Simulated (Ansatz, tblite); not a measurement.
Forces on Be₄Se₅ at its PBE0-D4/def2-SVP geometry. Charge 0, multiplicity 1.

The xTB rows come from tblite. Another isomer (singlet) lies 0.99 eV lower at PBE0-D4/def2-TZVP; other spin states weren't run for this one.

GFN1-xTB (tblite), largest force 0.79 eV/Å:

```xyz
9
positions Å, forces eV/Å
Be   -0.007   -1.581   -1.268   -0.001   -0.348   -0.131
Be    0.466    0.989   -1.302    0.353    0.588    0.223
Be   -0.697   -1.382    1.308   -0.079   -0.325    0.161
Be   -0.205    1.182    1.204    0.439    0.563   -0.099
Se    0.294   -2.845    0.298   -0.061   -0.291    0.006
Se    0.426    2.820   -0.104    0.113   -0.776    0.090
Se   -1.698    0.163    2.152   -0.295    0.006    0.304
Se   -0.397   -0.212   -2.709   -0.104   -0.049   -0.408
Se    1.818    0.866    0.420   -0.364    0.632   -0.146
```

GFN2-xTB (tblite), largest force 1.19 eV/Å:

```
Be -0.017 -0.382 -0.076
Be 0.068 0.257 -0.068
Be -0.068 -0.367 0.111
Be 0.035 0.267 0.056
Se -0.345 0.444 -0.127
Se 0.251 -1.149 0.156
Se 0.415 0.020 -0.239
Se 0.241 0.070 0.408
Se -0.580 0.842 -0.220
```

PBE-D4/def2-TZVP (Ansatz), largest force 0.24 eV/Å:

```
Be 0.001 0.117 0.067
Be -0.006 -0.028 0.195
Be 0.038 0.106 -0.073
Be 0.091 -0.056 -0.166
Se 0.089 -0.215 0.040
Se -0.096 0.207 -0.042
Se -0.156 0.028 0.135
Se -0.068 0.003 -0.197
Se 0.107 -0.162 0.041
```
